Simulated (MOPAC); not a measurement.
MOPAC input (MNDO):

```
MNDO 1SCF CHARGE=-1 GEO-OK AUX(PRECISION=9) THREADS=1
HOSi

Si   -0.08497619 1   -0.52288476 1    0.02360404 1
O    -0.03550231 1    1.04350028 1   -0.04212334 1
H     1.47368503 1   -1.02761551 1    0.00653007 1
```

Output:

```
 *******************************************************************************
 **                                                                           **
 **                              MOPAC v23.2.5                                **
 **                                                                           **
 *******************************************************************************
 ** MOPAC's Digital Object Identifier: https://doi.org/10.5281/zenodo.6511958 **
 **                                                                           **
 ** Please cite the open-source release paper for use of this MOPAC version:  **
 ** J. E. Moussa and J. J. P. Stewart (2026)                                  **
 ** MOPAC: An open-source semiempirical molecular orbital program             **
 ** J. Open Source Softw., 11(119), 8025, https://doi.org/10.21105/joss.08025 **
 *******************************************************************************

                              MNDO CALCULATION RESULTS

 *******************************************************************************
 *  MNDO       - The MNDO Hamiltonian to be used
 *  GEO-OK     - OVERRIDE INTERATOMIC DISTANCE AND OTHER SAFETY CHECKS
 *
 *
 *
 *                 CHARGE ON SYSTEM = -1
 *
 *
 *
 *  1SCF       - DO 1 SCF AND THEN STOP
 *  AUX        - OUTPUT AUXILIARY INFORMATION
 *******************************************************************************
MNDO 1SCF CHARGE=-1 GEO-OK AUX(PRECISION=9) THREADS=1
 HOSi

   ATOM   CHEMICAL          X               Y               Z
  NUMBER   SYMBOL      (ANGSTROMS)     (ANGSTROMS)     (ANGSTROMS)

     1      Si         -0.08497619  *  -0.52288476  *   0.02360404  *
     2       O         -0.03550231  *   1.04350028  *  -0.04212334  *
     3       H          1.47368503  *  -1.02761551  *   0.00653007  *

          CARTESIAN COORDINATES

    NO.       ATOM           X           Y           Z

     1        Si         -0.0850     -0.5229      0.0236
     2         O         -0.0355      1.0435     -0.0421
     3         H          1.4737     -1.0276      0.0065

  H: (MNDO): M.J.S. DEWAR, W. THIEL, J. AM. CHEM. SOC., 99, 4899, (1977)
  O: (MNDO): M.J.S. DEWAR, W. THIEL, J. AM. CHEM. SOC., 99, 4899, (1977)
 Si: (MNDO): M.J.S.DEWAR, ET. AL. ORGANOMETALLICS  5, 375 (1986)

           Empirical Formula: H O Si  =     3 atoms

      MOLECULAR POINT GROUP   :   Cs

      RHF CALCULATION, NO. OF DOUBLY OCCUPIED LEVELS = 6

 -------------------------------------------------------------------------------
 MNDO 1SCF CHARGE=-1 GEO-OK AUX(PRECISION=9) THREADS=1
 HOSi

     1SCF WAS SPECIFIED, SO BFGS WAS NOT USED
     SCF FIELD WAS ACHIEVED

                              MNDO CALCULATION
                                                       MOPAC v23.2.5 Linux

          FINAL HEAT OF FORMATION =         -7.03868 KCAL/MOL =     -29.44985 KJ/MOL

          COSMO AREA              =         82.41 SQUARE ANGSTROMS
          COSMO VOLUME            =         68.57 CUBIC ANGSTROMS

          IONIZATION POTENTIAL    =          1.143766 EV
          HOMO LUMO ENERGIES (EV) =         -1.144  7.353
          NO. OF FILLED LEVELS    =          6
          MOLECULAR WEIGHT        =         45.0928         POINT GROUP:  Cs

          MOLECULAR DIMENSIONS (Angstroms)

            Atom       Atom       Distance
            H     3    O     2     2.56311
           Si     1    H     3     0.96338
            O     2    H     3     0.00000

          SCF CALCULATIONS        =          1

   ATOM   CHEMICAL          X               Y               Z
  NUMBER   SYMBOL      (ANGSTROMS)     (ANGSTROMS)     (ANGSTROMS)

     1      Si         -0.08497619  *  -0.52288476  *   0.02360404  *
     2       O         -0.03550231  *   1.04350028  *  -0.04212334  *
     3       H          1.47368503  *  -1.02761551  *   0.00653007  *

                             CARTESIAN COORDINATES

   1   Si       -0.084976190    -0.522884760     0.023604040
   2    O       -0.035502310     1.043500280    -0.042123340
   3    H        1.473685030    -1.027615510     0.006530070

           Empirical Formula: H O Si  =     3 atoms

      MOLECULAR POINT GROUP   :   Cs

                  EIGENVALUES
 -28.93304  -8.09384  -5.36529  -4.44362  -4.07789  -1.14377   7.35308   8.82311
  12.20996

              NET ATOMIC CHARGES AND DIPOLE CONTRIBUTIONS

  ATOM NO.   TYPE          CHARGE      No. of ELECS.   s-Pop       p-Pop
    1         Si           0.468332        3.5317     1.67162     1.86005
    2          O          -0.885842        6.8858     1.90576     4.98008
    3          H          -0.582490        1.5825     1.58249
 DIPOLE           X         Y         Z       TOTAL
 POINT-CHG.    -4.320    -2.637     0.214     5.066
 HYBRID         2.684     1.989    -0.147     3.344
 SUM           -1.636    -0.648     0.066     1.761

          ATOMIC ORBITAL ELECTRON POPULATIONS

     Atom    s        px        py        pz
    1 Si   1.67162   0.69470   0.78422   0.38113
    2  O   1.90576   1.89318   1.46686   1.62004
    3  H   1.58249

 **********************
 *                    *
 * JOB ENDED NORMALLY *
 *                    *
 **********************

 == MOPAC DONE ==
```

The dipole moment of an ion depends on the origin.
